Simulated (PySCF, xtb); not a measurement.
B(I)2(OMe) (CH₃BI₂O), SMILES O(B(I)I)C. Other conformers were not sampled.

Harmonic wavenumbers (cm⁻¹) from GFN2-xTB (xtb 6.7.1) at its own minimum, in rising order: 76, 117, 150, 165, 292, 391, 400, 767, 970, 1126, 1133, 1350, 1426, 1452, 1462, 2960, 2990, 3000.

Problem. What does r2SCAN-D4/def2-SVP (PySCF 2.14.0) give at its own minimum? (The exact figures need the calculation; the answer reports its results.)

Solution. 76, 118, 146, 154, 280, 381, 425, 759, 989, 1162, 1181, 1366, 1461, 1469, 1499, 3042, 3148, 3177. Paired by order, the mean absolute difference is 39 cm⁻¹ and the zero-point energies are 28.9 and 29.8 kcal/mol.
